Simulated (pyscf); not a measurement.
# [HSi=SiH₂]•, doublet

Gas-phase minimum from PySCF at ωB97X-D3(BJ)/def2-SVP, one conformer. Other isomers of [HSi=SiH₂]• were not searched in full and may lie lower. 

```
Si
H 1 1.4930
H 1 1.4941 2 108.19
Si 1 2.2681 2 123.66 3 -179.99
H 4 1.5282 1 87.80 2 -179.99
```
Charge 0, spin multiplicity 2.

Properties at ωB97X-D3(BJ)/def2-SVP:

```
Property                                                                                                                                                            Result
---------------------------------------------------------------------------------------------------------------------  ---------------------------------------------------
Harmonic wavenumbers, unscaled                                                                                         105, 408, 416, 493, 725, 969, 2079, 2237, 2253 cm⁻¹
Zero-point energy                                                                                                                                            13.8 kcal/mol
Rotational symmetry number                                                                                                                                               1
Entropy of this conformer at 298 K and 1 atm, rigid rotor and harmonic oscillator, modes under 100 cm⁻¹ raised to 100                                      283.8 J/(mol K)
Dipole moment                                                                                                                                                       1.28 D
Spin expectation value S2                                                                                                                                            0.753
```

Single-point totals, which compare only within one level (frozen core for MP2 and CC):

```
level                   total energy (hartree)
----------------------  ----------------------
ωB97X-D3(BJ)/def2-TZVP              -580.74340
PBE/def2-TZVP                       -580.39921
r²SCAN/def2-TZVP                    -580.64305
B3LYP-D3(BJ)/def2-TZVP              -580.75299
PBE0-D3(BJ)/def2-TZVP               -580.45681
M06-2X/def2-TZVP                    -580.65149
ωB97M-D3(BJ)/def2-TZVP              -580.77977
UHF/def2-TZVPP                      -579.53396
MP2/def2-TZVPP                      -579.74606
CCSD/def2-TZVPP                     -579.78831
CCSD(T)/def2-TZVPP                  -579.79892
```

The CCSD(T) − MP2 part came from Ansatz, without density fitting, on the same reference.
